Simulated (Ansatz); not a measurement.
Reactions of C3H5AlF2, SMILES `F[CH2][Al]1[CH2][CH]1F`.

Computed with Ansatz on PBE0-D4/def2-TZVP structures; ΔE is electronic, products minus reactants. CBS: MP2 limit from def2 TZ/QZ plus the TZ coupled-cluster correction, frozen cores. This one scheme is used for every species. DFT in def2-TZVPP. Elements past krypton have def2 core potentials. For Ga, Sn outer-core shells are correlated without core-valence functions, which leaves a few kJ/mol of doubt a bond. Scalar relativity is left out up to krypton. Each species was taken in one conformer, which may not be the lowest.

| reaction | CCSD/CBS(def2) (kcal/mol) | ωB97X-V (kcal/mol) |
| --- | --- | --- |
| `F[CH2][Al]1[CH2][CH]1F` + SiH₄ → `F[CH]1[CH2][Al]1[SiH3]` + `CF` | -10.4 | -9.8 |
| `F[CH2][Al]1[CH2][CH]1F` + `[SH][SnH3]` → `FC[S][SnH3]` + `F[CH]1[CH2][AlH]1` | 4.2 | 3.7 |
| `F[CH2][Al]1[CH2][CH]1F` → `[CH3][Al]1[CH2][C]1(F)F` | -19.2 | -19.7 |
| `F[CH2][Al]1[CH2][CH]1F` + H₂O → `[OH][Al]1[CH2][CH]1F` + `CF` | -37.3 | -36.7 |
| `F[CH2][Al]1[CH2][CH]1F` + `[F][GaH][SiH3]` → `F[CH]1[CH2][Al]1[SiH3]` + `F[CH2][GaH][F]` | 0.1 | 0.4 |
| `F[CH2][Al]1[CH2][CH]1F` → `C[CH]1[AlH][C]1(F)F` | -6.4 | -7.4 |
| `F[CH2][Al]1[CH2][CH]1F` + H₂ → `F[CH]1[CH2][AlH]1` + `CF` | -12.4 | -11.5 |
| `F[CH2][Al]1[CH2][CH]1F` → `F[CH]1[CH2][AlH]1` + `[CH]F` | 88.1 | 89.9 |
| `F[CH2][Al]1[CH2][CH]1F` → `[F][Al]([F])[CH]1CC1` | -149.2 | -143.3 |
| `F[CH2][Al]1[CH2][CH]1F` + `[CH2]1[NH][AlH]1` → `FC[N]1[CH2][AlH]1` + `F[CH]1[CH2][AlH]1` | -2.9 | -4.1 |

**Question.** Give the CCSD(T)/CBS values in the same order. (Estimate.)

**Answer.** Computed: -10.5, 3.9, -19.4, -36.7, -0.1, -6.7, -11.2, 88.9, -147.9, -2.8 kcal/mol.

Largest T1 diagnostic: 0.018, for `[CH]F`.
